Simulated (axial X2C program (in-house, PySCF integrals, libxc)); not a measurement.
# Worked dissociation energy of GaSe: CCSD(T), without spin–orbit coupling

Computed with an in-house all-electron X2C program for linear molecules (integrals from PySCF). Spin-free means the one-electron spin-free X2C Hamiltonian. Basis: Se dyall-cv3z [8s9p6d4f1g], Ga dyall-cv3z [9s9p7d4f1g] (cores contracted in-house); Gaussian nuclei, density fitting, unrestricted open shells. Masses: Se 79.917 u, Ga 68.926 u.

Molecular state: M_S = 1/2, Λ = 0 (beyond evenly filled blocks: σα).

Correlated methods: 9 electrons correlated (number of frozen shells: Se 3 s, 2 p, 1 d; Ga 3 s, 2 p, 1 d), 275 virtual spin orbitals or spinors in MP2, 90 natural virtuals in coupled cluster.

* E(Se) (2M_S = 2, M_L = 0): -2428.272833 hartree
* E(Ga) (2M_S = 1, M_L = 0): -1942.280318 hartree
* E(GaSe) at Re: -4370.666840 hartree
* ωe: 322.4 cm⁻¹
* ωexe: 1.36 cm⁻¹

Question: Work out De and D0.

Answer: De = -2428.272833 + (-1942.280318) − (-4370.666840) = 0.11369 hartree = 3.094 eV. The zero-point energy is ωe/2 − ωexe/4 = 161 cm⁻¹ = 0.020 eV, so D0 = 3.074 eV.

The state is one determinant whose occupation by symmetry is held fixed; it was picked as the lowest of a PBE0 search that is not exhaustive. Dissociation energies refer to the lowest single-determinant-based atoms at the same level and basis. Coupled cluster ran in a truncated set of natural virtual spinors; the MP2 energy of the rest was added. (T) has no such correction and the atoms are truncated less, which lowers De at CCSD(T) by a hundredth of an eV or more. Other states lie close and PBE0, whose exact exchange favours high spin, may order them wrongly; the determinant shown need not be the ground state. The nearest other spin-free determinant of the search, M_S = 1/2, Λ = 1, lies 0.42 eV up at the distance of the search. With the outer-core shells frozen, correlated bond lengths of heavy atoms tend to come out a few hundredths of an ångström too long. Spin-free De lacks the spin–orbit lowering of the heavy p-block atom, a tenth of an eV or more for 4p and 5p, up to an eV for 6p and one to two eV for 7p atoms, less what an open-shell molecule gains itself.

Each atomic determinant is the lowest at this level and need not be a pure term. Totals compare only within one Hamiltonian and basis.
